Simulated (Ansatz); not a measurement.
Cost and result up the ladder for Ti2Te3 (5 atoms). Total charge 0; singlet. Geometry: PBE-D4/def2-SVP.

Cartesian coordinates in Å:
```
Ti 0.963 -0.211 0.672
Ti -0.963 0.211 -0.672
Te -0.371 2.021 1.165
Te 1.349 -0.015 -1.938
Te -0.979 -2.006 0.774
```

Ansatz on 4 threads of Intel Xeon 6975P-C on a shared host. Times are rough, and most runs start from the orbitals of an earlier one. No level here is sound enough to serve as a yardstick. Binding counts from free atoms at the same level (Ti triplet, Te triplet; other spins of the atoms weren't run), without zero-point energy or a counterpoise term.

In the def2 sets Te takes a core potential; there is no spin–orbit coupling. HSE06 is defined as in plane-wave codes, on full-range PBE exchange. No other spin state of charge 0 was run. The structure comes from a short search, and lower isomers may exist.

Run but left out: HF/STO-3G (restricted singlet, unstable in another Hartree–Fock run and untested here); MP2/def2-TZVP, CCSD(T)/def2-SVP (restricted singlet, unstable towards broken spin symmetry).

| level | functions | wall time |
| --- | --- | --- |
| PBE-D4/def2-SVP | 140 | 1.4 s |
| PBE0-D4/def2-SVP | 140 | 2.6 s |
| PBE0-D4/def2-TZVP | 240 | 5 s |
| HSE06-D4/def2-TZVP | 240 | 5 s |
| CAM-B3LYP-D4/def2-TZVP | 240 | 6.5 s |

Question: Estimate what each level gives for the binding energy per atom (eV).

Answer: 
```csv
level,binding energy per atom (eV),remarks
PBE-D4/def2-SVP,3.62,restricted SCF unstable in HF
PBE0-D4/def2-SVP,3.04,restricted SCF unstable in HF
PBE0-D4/def2-TZVP,3.03,restricted SCF unstable in HF
HSE06-D4/def2-TZVP,3.03,restricted SCF unstable in HF
CAM-B3LYP-D4/def2-TZVP,2.67,restricted SCF unstable in HF
```
